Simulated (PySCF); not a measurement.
Ligands exchanged one at a time, Si C2H5-SH. Isolated molecules, 0 K electronic values unless said otherwise. One relaxed conformer stands for each flexible species; it need not be the lowest. Strings in code marks are SMILES.

Calculation: PBE0-D4/def2-TZVP // PBE0-D4/def2-SVP (PySCF 2.14.0). Delta-SCF ions had no search for a lower state. Excitations are Tamm–Dancoff values on a coarser integration grid. The basis has no diffuse functions, so Rydberg states are missing or too high.

```json
[
 {"species": "0 of 4 C2H5 replaced by SH", "HOMO–LUMO gap (eV)": "8.56", "S1 oscillator strength": "…", "S1–T1 gap (TDA) (eV)": "…", "vertical ionisation energy (Delta-SCF) (eV)": "9.26", "S1 excitation (TDA) (eV)": "7.44"},
 {"species": "1 of 4 C2H5 replaced by SH", "HOMO–LUMO gap (eV)": "7.57", "S1 oscillator strength": "…", "S1–T1 gap (TDA) (eV)": "0.53", "vertical ionisation energy (Delta-SCF) (eV)": "…", "S1 excitation (TDA) (eV)": "6.04"},
 {"species": "2 of 4 C2H5 replaced by SH", "HOMO–LUMO gap (eV)": "7.13", "S1 oscillator strength": "0.002", "S1–T1 gap (TDA) (eV)": "0.45", "vertical ionisation energy (Delta-SCF) (eV)": "8.84", "S1 excitation (TDA) (eV)": "5.73"},
 {"species": "3 of 4 C2H5 replaced by SH (`CC[Si](S)(S)S`)", "HOMO–LUMO gap (eV)": "…", "S1 oscillator strength": "0.006", "S1–T1 gap (TDA) (eV)": "0.48", "vertical ionisation energy (Delta-SCF) (eV)": "9.15", "S1 excitation (TDA) (eV)": "5.81"},
 {"species": "4 of 4 C2H5 replaced by SH (`S[Si](S)(S)S`)", "HOMO–LUMO gap (eV)": "6.74", "S1 oscillator strength": "…", "S1–T1 gap (TDA) (eV)": "0.36", "vertical ionisation energy (Delta-SCF) (eV)": "9.23", "S1 excitation (TDA) (eV)": "5.36"}
]
```

Fill in the missing entries.


- 0 of 4 C2H5 replaced by SH, S1 oscillator strength: 0.010
- 0 of 4 C2H5 replaced by SH, S1–T1 gap (TDA) (eV): 0.20
- 1 of 4 C2H5 replaced by SH, S1 oscillator strength: 0.001
- 1 of 4 C2H5 replaced by SH, vertical ionisation energy (Delta-SCF) (eV): 8.88
- 3 of 4 C2H5 replaced by SH (`CC[Si](S)(S)S`), HOMO–LUMO gap (eV): 7.24
- 4 of 4 C2H5 replaced by SH (`S[Si](S)(S)S`), S1 oscillator strength: 0.004
